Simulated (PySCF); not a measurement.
## Nuclear quadrupole coupling in `CS[C@@H]1CCO[Si@@H]1O[SiH3]`

Species: C4H12O2SSi2.
Z-matrix (Å and degrees, GFN2-xTB geometry), rows numbered from 1:
```
C 
S   1  1.8120
C   2  1.8275  1   99.10
C   3  1.5274  2  110.20  1   176.21
C   4  1.5293  3  106.69  2  -155.93
O   5  1.4102  4  109.23  3    39.73
Si  6  1.6285  5  114.23  4   -28.20
O   7  1.6063  3  115.31  2    17.56
Si  8  1.6327  7  152.57  3    40.27
H   1  1.0851  2  106.85  3   177.40
H   1  1.0862  2  109.42  3   -62.92
H   1  1.0867  2  109.41  3    58.35
H   3  1.0931  2  106.30  1   -64.37
H   4  1.0898  3  112.90  2    81.65
H   4  1.0921  3  108.54  2   -38.62
H   5  1.0960  4  110.34  3   -79.33
H   5  1.0924  4  112.07  3   159.17
H   7  1.4521  3  115.57  2  -106.84
H   9  1.4605  8  110.53  7     9.82
H   9  1.4593  8  103.74  7   130.91
H   9  1.4623  8  104.33  7  -110.38
```

Field gradients from the PBE0/pcSseg-1 density (PySCF, non-relativistic), principal values in atomic units, ordered |Vxx| ≤ |Vyy| ≤ |Vzz|:

```json
{"atom": "S2", "Vxx": "0.6755", "Vyy": "2.4460", "Vzz": "-3.1215"}
{"atom": "O6", "Vxx": "-0.5510", "Vyy": "-1.1101", "Vzz": "1.6611"}
{"atom": "O8", "Vxx": "-0.4992", "Vyy": "-0.5394", "Vzz": "1.0385"}
```

Q: Find the asymmetry η = (Vxx − Vyy)/Vzz and the couplings χ = eQV/h (234.96 MHz × Q in barn × V in au), with Q(33S) = −0.0678 b, Q(17O) = −0.0256 b.

A: 
```json
{"atom": "S2", "environment": "sulfide sulfur", "nucleus": "33S", "η": "0.57", "χzz (MHz)": "49.73", "χxx (MHz)": "-10.76", "χyy (MHz)": "-38.97"}
{"atom": "O6", "environment": "silyl ether oxygen", "nucleus": "17O", "η": "0.34", "χzz (MHz)": "-9.99", "χxx (MHz)": "3.31", "χyy (MHz)": "6.68"}
{"atom": "O8", "environment": "siloxane oxygen", "nucleus": "17O", "η": "0.04", "χzz (MHz)": "-6.25", "χxx (MHz)": "3.00", "χyy (MHz)": "3.24"}
```

The gradient is axial or nearly so (η below 0.05) at O8. 

Q: What is Vzz at O8 in SI units (1 au = 9.71736 × 10²¹ V/m²)?

A: 1.0385 au = 10.092 × 10²¹ V/m².

Were the hydrogens deuterons (Q(2H) = 0.00286 b), χzz would run from 108 kHz (H21, H19 and H20) to 214 kHz (H10).

Geometry: GFN2-xTB, one conformer, isolated molecule. GFN2-xTB bond lengths can be off by several hundredths of an ångström, more for odd bonds, and the gradients follow them. The basis is small and wasn't made for field gradients, so the couplings can be 20 % off.

The run behind these numbers computed NMR shieldings as well. The run took 99 s of wall time on one thread, Arm Neoverse N1 (aarch64), shared host, and the process peaked at 1.1 GiB of memory.
